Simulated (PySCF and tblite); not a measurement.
5 regioisomers of C8H9NSi:

```tsv
isomer	SMILES
A	[CH3:1][c:2]1[cH:3][c:4]([SiH3:5])[cH:6][c:7]([C:8]#[N:9])[cH:10]1
B	[CH3:1][c:2]1[cH:3][cH:4][c:5]([SiH3:6])[c:7]([C:8]#[N:9])[cH:10]1
C	[CH3:1][c:2]1[cH:3][c:4]([C:5]#[N:6])[cH:7][cH:8][c:9]1[SiH3:10]
D	[CH3:1][c:2]1[cH:3][c:4]([SiH3:5])[cH:6][cH:7][c:8]1[C:9]#[N:10]
E	[CH3:1][c:2]1[cH:3][cH:4][c:5]([C:6]#[N:7])[cH:8][c:9]1[SiH3:10]
```

Protocol: conformer search, at most 2 conformers an isomer, GFN2-xTB geometries, energies PBE0/pcSseg-1 (D3(BJ) added where defined), GIAO shieldings PBE0/pcSseg-1, weights at 298.15 K with GFN2-xTB thermal terms. Programs: PySCF with density fitting and tblite.

(1) What shifts does each isomer give (ppm)?

Unscaled ²⁹Si and ¹⁵N shifts at such levels can be off by tens of ppm; differences between conformers or isomers are more reliable. Shifts are unscaled: against experiment ¹³C can be off by 15 ppm or more and ¹H by 0.8 ppm. At least one structure keeps an imaginary mode at the tight-binding level.

## Answers

(1) 
A: ¹H (against TMS): 7.95 (H6, 1H), 7.84 (H3, 1H), 7.78 (H10, 1H), 2.55 (H1, 3H). ¹³C (against TMS): 145.2 (C3), 143.9 (C2), 143.9 (C6), 140.7 (C10), 137.2 (C4), 124.6 (C8), 117.3 (C7), 23.8 (C1). ²⁹Si (against TMS): -67.4 (Si5). ¹⁵N (against NH3): 316.2 (N9).

B: ¹H (against TMS): 7.91 (H4, 1H), 7.90 (H10, 1H), 7.63 (H3, 1H), 2.55 (H1, 3H). ¹³C (against TMS): 146.4 (C2), 142.2 (C4), 140.5 (C10), 139.2 (C5), 137.4 (C3), 124.9 (C8), 124.4 (C7), 23.8 (C1). ²⁹Si (against TMS): -68.6 (Si6). ¹⁵N (against NH3): 321.2 (N9).

C: ¹H (against TMS): 7.95 (H8, 1H), 7.79 (H3, 1H), 7.75 (H7, 1H), 2.59 (H1, 3H). ¹³C (against TMS): 151.3 (C2), 142.9 (C8), 141.4 (C9), 139.0 (C3), 135.8 (C7), 124.5 (C5), 119.7 (C4), 24.9 (C1). ²⁹Si (against TMS): -71.5 (Si10). ¹⁵N (against NH3): 318.1 (N6).

D: ¹H (against TMS): 7.93 (H7, 1H), 7.81 (H3, 1H), 7.72 (H6, 1H), 2.70 (H1, 3H). ¹³C (against TMS): 149.0 (C2), 142.3 (C3), 141.8 (C4), 138.9 (C7), 138.5 (C6), 123.5 (C9), 118.2 (C8), 24.0 (C1). ²⁹Si (against TMS): -67.4 (Si5). ¹⁵N (against NH3): 326.4 (N10).

E: ¹H (against TMS): 8.16 (H8, 1H), 7.92 (H4, 1H), 7.58 (H3, 1H), 2.61 (H1, 3H). ¹³C (against TMS): 154.9 (C2), 148.1 (C8), 141.9 (C4), 136.9 (C9), 134.5 (C3), 124.5 (C6), 114.3 (C5), 25.5 (C1). ²⁹Si (against TMS): -71.6 (Si10). ¹⁵N (against NH3): 315.8 (N7). H not on carbon is left out.


¹⁵N shifts are against a computed isolated NH3 molecule, about 20 ppm from the liquid.